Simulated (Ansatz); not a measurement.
Program: Ansatz. Geometries: PBE0-D4/def2-TZVP. ΔE: electronic, gas phase. CCSD(T)/CBS adds triple-zeta CCSD(T) − MP2 to the extrapolated MP2 energy (def2 sets, frozen cores). This one scheme is used for every species. DFT in def2-TZVPP. Each species was taken in one conformer, which may not be the lowest.

Reaction (cleavage of the Si–Si bond): `N[SiH2][SiH2]F` + `BO` → `BO[SiH2]F` + `N[SiH3]`

CCSD(T)/CBS gives -116.4 kJ/mol.

**Question.** Another level gave -104.8 kJ/mol. Which?
A. BHLYP-D4/def2-TZVPP
B. LC-ωPBE/def2-TZVPP
C. HF/def2-TZVPP
D. r2SCAN/def2-TZVPP

**Answer.** B. LC-ωPBE -104.8, r2SCAN -109.7, HF/def2-TZVPP -141.8, BHLYP-D4 -123.1 kJ/mol.

**Question.** What do rigid-rotor, harmonic-oscillator terms from PBE0-D4/def2-TZVP frequencies (298.15 K, 1 bar) make of the CCSD(T)/CBS value? (Estimate.)

**Answer.** Ansatz gave: ΔZPE = -5.0 kJ/mol, ΔH = -122.4 kJ/mol, ΔS = -2 J/(mol·K), ΔG = -121.7 kJ/mol. Modes under 50 cm⁻¹ make the entropy rough.

Largest T1 diagnostic among the species: 0.014.

From BLYP to BHLYP (50 % exact exchange), in def2-TZVPP and without D4, ΔE moves by −19.7 kJ/mol. At CCSD(T), def2-SVP lies +9.7 kJ/mol from the extrapolated value and def2-TZVPP −0.7 kJ/mol. Leaving LDA and LC-ωPBE aside and taking each functional with its dispersion term where it has one, the values, not all of them listed here, spread over 36.6 kJ/mol, from BHLYP-D4 to PBE-D4. LDA lies −4.2 kJ/mol from PBE without D4.
